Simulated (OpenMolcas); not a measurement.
A run on Tc2+ among 3 point charges of -3 e arranged as a planar triangle (D3h), 2.11 Å from the ion.

- Program: OpenMolcas
- Method: CASSCF
- Basis: ANO-RCC-VDZP [6s5p3d1f]
- Scalar Hamiltonian: DKH2, point nucleus
- Active space: 5 electrons in 5 orbitals (4d)
- State averaging: 2S+1 = 6 even, 1 root; 2S+1 = 4 even, 24 roots; 2S+1 = 2 even, 75 roots
- Spin-orbit coupling: state interaction with AMFI integrals over the reference wave functions

43 basis functions. Blocks (2S+1, parity, CSFs, roots kept): 6, even, 1, 1; 4, even, 24, 24; 2, even, 75, 75.

Question: How long do the RASSCF and RASSI steps take on 1 thread of Arm Neoverse V1, on a shared host?

Answer: About 30 s of wall time, without the integral step.
